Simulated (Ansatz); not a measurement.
Ideal-gas functions of `C[O][SnH][C]#N` radical at 400 K and 1 bar, from an Ansatz frequency run at PBE0-D4/def2-TZVP.

Molar mass 176.77 g/mol, point group C1 (symmetry number 1), electronic degeneracy 2, moments of inertia 82.362, 297.405, 371.171 u Å². Harmonic wavenumbers (cm⁻¹, unscaled): 67, 77, 103, 198, 216, 280, 411, 500, 516, 557, 1108, 1170, 1188, 1471, 1485, 1495, 1804, 2302, 2996, 3060, 3096.

Use S(trans) = R[1.5 ln M + 2.5 ln T − 1.1517]; rotational temperatures θ = 24.2544 K / I; S(rot) = R[ln(√π/σ · √(T³/θAθBθC)) + 1.5]; for each mode x = 1.438777 ν̃/T, S = R[x/(eˣ − 1) − ln(1 − e⁻ˣ)] and H = RT x/(eˣ − 1); 1 cm⁻¹ = 0.0119627 kJ/mol; R = 8.31446 J/(mol·K).

Question: By hand: the entropy, in J/(mol·K).

Answer: Translation 179.5. Rotation: θ = 0.2945, 0.0816, 0.0653 K, giving 118.8. Vibration, mode by mode: 20.17, 19.02, 16.62, 11.31, 10.62, 8.60, 5.78, 4.47, 4.27, 3.80, 0.78, 0.65, 0.62, 0.26, 0.25, 0.25, 0.09, 0.02, 0.00, 0.00, 0.00, in all 107.6. Electronic 5.8. Sum 411.7 J/(mol·K).

Question: By hand: H − E and G − E in kJ/mol, counted from the electronic energy.

Answer: Zero-point energy ½ × 24100 × 0.0119627 = 144.2; thermal vibration 20.8; translation, rotation and pV give 4 RT = 13.3. H − E = 178.3 kJ/mol, and G − E = 178.3 − 400 × 411.7/1000 = 13.6 kJ/mol.

Vibration gives 26 % of the entropy, 55.8 J/(mol·K) of it from the modes under 150 cm⁻¹: soft modes count most, and the harmonic formula is weakest for them. The sum counts one conformer and one mirror image; others add a mixing term.
